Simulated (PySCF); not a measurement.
CH₆GeN₂O.
Numbering: `[NH2:1][GeH2:2][NH:3][CH:4]=[O:5]` (hydrogens: H6, H7 on N1; H8, H9 on Ge2; H10 on N3; H11 on C4)

Method used: PySCF, PBE0-D3(BJ)/def2-SVP geometry optimisation, gas phase.

(1) List the bond lengths, angles and torsions at this level.

Answers

(1) 
| bond | length (Å) | order |
| --- | --- | --- |
| N1–Ge2 | 1.823 | single |
| Ge2–N3 | 1.871 | single |
| N3–C4 | 1.351 | single |
| C4=O5 | 1.216 | double |
| N1–H6, N1–H7 | 1.018 | single |
| Ge2–H8, Ge2–H9 | 1.539 | single |
| N3–H10 | 1.013 | single |
| C4–H11 | 1.117 | single |

Bonds in one row agree within 0.01 Å and their mean is given. Orders are formal, as drawn. A selection of angles:
| angle | degrees |
| --- | --- |
| Ge2–N1–H6 | 111.1 |
| Ge2–N1–H7 | 115.0 |
| H6–N1–H7 | 109.4 |
| N1–Ge2–N3 | 106.1 |
| N1–Ge2–H8 | 109.0 |
| N1–Ge2–H9 | 117.1 |
| N3–Ge2–H8 | 105.6 |
| N3–Ge2–H9 | 107.0 |
| H8–Ge2–H9 | 111.3 |
| Ge2–N3–C4 | 116.5 |
| Ge2–N3–H10 | 124.6 |
| C4–N3–H10 | 118.6 |
| N3–C4–O5 | 123.0 |
| N3–C4–H11 | 114.8 |
| O5–C4–H11 | 122.2 |

Torsions: N1–Ge2–N3–C4 -58° (synclinal); Ge2–N3–C4–O5 -2° (synperiplanar). The mirror-image conformer, all signs reversed, is as good.

Ge2 (germanium bonded to 2 N and 2 H) is distorted tetrahedral (angles from 105.6° to 117.1°). The 2 Ge–N bonds span 1.823 Å (N1–Ge2, drawn single) to 1.871 Å (Ge2–N3, drawn single), a spread of 0.048 Å. N1 (nitrogen bonded to Ge and 2 H) is pyramidal (angles 115.0°, 111.1° and 109.4°, sum 335.5°, 0.35 Å off the plane of its three neighbours). Of the pairs four or more bonds apart, O5···H6 is among the closest relative to their van der Waals radii: 2.55 Å, 94 % of the sum of Bondi's values. N3 (amide nitrogen) is planar (angles 124.6°, 118.6° and 116.5°, sum 359.7°, 0.04 Å off the plane of its three neighbours).

Point group: C1 (no symmetry element, even within 0.4 Å). Whether it is a minimum is left open (no frequencies). The numbers are those of one conformer (H–N1–Ge2–N3 64° and -171°, N1–Ge2–N3–C4 -58°, Ge2–N3–C4–O5 -2°).

The run took 44 s wall on one thread of an Arm Neoverse V2, shared host with 96 logical CPUs at a one-minute load of 23, and the process peaked at 0.51 GiB of memory. This is the geometry optimisation.
